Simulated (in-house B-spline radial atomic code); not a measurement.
Xe³⁺. Computed with a B-spline radial atomic code. Model: all-electron spherical atom, spin shells full or empty, radial basis limit, no spin-orbit coupling, Breit or QED, empty-state partial waves extrapolated as (l+1/2)^-4, RPA, G0W0 and static COHSEX of the highest shell as one setting changes (uncorrelated shells keep exact exchange).

Given: element Xe; charge 3; filled core Kr; hamiltonian one-electron scalar X2C; mean-field start PBE; highest l of empty states 9; nuclear rms radius 4.7859 fm; highest mean-field shell 5p up.

Shell: 4d 5 5, 5s 1 1, 5p 3 0 (electrons up and down).

```
natural log step of frequency grid  RPA correlation energy (hartree)  G0W0 level (eV)  G0W0 minus most complete (meV)  RPA minus most complete (millihartree)  linearised minus solved G0W0 (meV)
                              0.25                           -4.0738          -43.744                               0                                       0                               -24.5
                               0.4                                 ?                ?                               ?                                       ?                                   ?
                               0.6                           -4.0738          -43.744                               0                                       0                               -24.5
                               0.9                           -4.0738          -43.744                               0                                       0                               -24.6
                               1.3                           -4.0758          -43.748                            -4.1                                      -2                               -25.8
                               1.8                           -4.0726          -43.724                            19.9                                     1.2                               -17.9
                               2.5                                 ?                ?                               ?                                       ?                                   ?
                               3.5                           -4.1663          -43.742                             2.4                                   -92.5                               -20.1
```

What follows for natural log step of frequency grid = 2.5?

RPA correlation energy -4.1123 hartree; G0W0 level -43.664 eV; G0W0 minus most complete 79.9 meV; RPA minus most complete -38.5 millihartree; linearised minus solved G0W0 -13.1 meV.

What follows for natural log step of frequency grid = 0.4?

RPA correlation energy -4.0738 hartree; G0W0 level -43.744 eV; G0W0 minus most complete 0 meV; RPA minus most complete 0 millihartree; linearised minus solved G0W0 -24.5 meV.
